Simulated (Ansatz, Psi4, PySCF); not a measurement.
HCl, charge +1, doublet, geometry from GFN2-xTB (a state made from the parent by changing its charge; the spin is typed, not shown lowest). Base run: CAMB3LYP/6-311G** run with PySCF.

The PySCF input:
```python
from pyscf import gto, scf, dft

mol = gto.M(
    atom='''
Cl   -0.000000   -0.000000   -0.073948
H     0.000000    0.000000    1.257119
''',
    basis='6-311g**',
    charge=1,
    spin=1,
    verbose=4,
)

mf = dft.UKS(mol)
mf.xc = 'camb3lyp'
mf.kernel()
```

The same geometry, method and basis name were run in Ansatz (a program for electronic structure) and Psi4 and PySCF, at each program's defaults and at the settings that a row names. The base is PySCF at its defaults. Differences at the defaults can come from grids, fitting, cores and function types together.

```json
[
 {"code and settings": "PySCF, defaults (exact integrals, its default grid, spherical functions)", "ΔE vs base (µEh)": "0.0", "basis functions": "32", "E (Eh)": "-460.35879", "SCF cycles": "9"},
 {"code and settings": "Psi4, defaults (density fitting with its default set, its default grid, spherical functions)", "ΔE vs base (µEh)": "31.2", "basis functions": "32", "E (Eh)": "-460.35876", "SCF cycles": "8"},
 {"code and settings": "Ansatz, defaults (factorised integrals, its default grid, Cartesian functions)", "ΔE vs base (µEh)": "-915", "basis functions": "33", "E (Eh)": "-460.35971", "SCF cycles": "-"},
 {"code and settings": "PySCF, density fitting with def2-universal-jkfit", "ΔE vs base (µEh)": "-16.8", "basis functions": "32", "E (Eh)": "-460.35881", "SCF cycles": "9"},
 {"code and settings": "PySCF, fine grid", "ΔE vs base (µEh)": "0.1", "basis functions": "32", "E (Eh)": "-460.35879", "SCF cycles": "9"},
 {"code and settings": "Psi4, exact integrals, spherical functions, fine grid", "ΔE vs base (µEh)": "0.0", "basis functions": "32", "E (Eh)": "-460.35879", "SCF cycles": "10"},
 {"code and settings": "Ansatz, high accuracy, Cartesian functions as the basis file defines them", "ΔE vs base (µEh)": "-915", "basis functions": "33", "E (Eh)": "-460.35971", "SCF cycles": "-"}
]
```

Open shells are given as the SCF converged; they aren't shown to be the lowest states, and a large step between rows can be another state.
